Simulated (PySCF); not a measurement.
Cartesian coordinates in Å; atom numbers follow the order of the lines, from 1:
```xyz
15

O     2.7672    0.5724    0.5101
C     2.5590   -0.5543    0.1687
O     1.5217   -1.0022   -0.5103
C     0.5125   -0.0439   -0.8669
C    -0.4251    0.2234    0.2840
C    -1.8580    0.5596   -0.0003
C    -1.5073   -0.7670    0.5966
H     3.2372   -1.4011    0.3733
H     1.0058    0.8835   -1.1792
H    -0.0176   -0.4903   -1.7101
H     0.0533    0.7241    1.1163
H    -2.3401    1.2962    0.6231
H    -2.1772    0.5881   -1.0309
H    -1.7508   -0.9484    1.6318
H    -1.5848   -1.6436   -0.0281
```

Geometry: GFN2-xTB; GIAO absolute shieldings from PySCF 2.14, gas phase, non-relativistic, averaged over equivalent atoms.

At PBE0/MINI (43 basis functions, 5.3 s wall time on 1 thread of an Intel Xeon Platinum 8488C, shared host):
| atoms | σ (ppm) |
| --- | --- |
| O1 | -180.3 |
| O3 | 186.5 |
| C2 | 111.1 |
| C4 | 162.5 |
| C6/C7 | 218.5 |
| C5 | 221.0 |
| H8 | 21.27 |
| H9/H10 | 26.84 |
| H11 | 29.29 |
| H12/H14 | 29.62 |
| H13/H15 | 30.02 |

Q: What do these become at WP04/6-31++G**?

A: 
```tsv
atoms	σ at WP04/6-31++G**	change
O1	-41.4	+138.9
O3	128.3	-58.2
C2	37.6	-73.5
C4	117.8	-44.7
C6/C7	182.1	-36.4
C5	173.2	-47.8
H8	24.03	+2.76
H9/H10	28.00	+1.16
H11	30.52	+1.23
H12/H14	31.57	+1.95
H13/H15	31.79	+1.77
```

The largest change is at O1 (ester carbonyl oxygen). Cost: 174 basis functions, 24 s wall time on 1 thread of an Intel Xeon Platinum 8488C, shared host. The order of the carbon signals changes between the two levels.
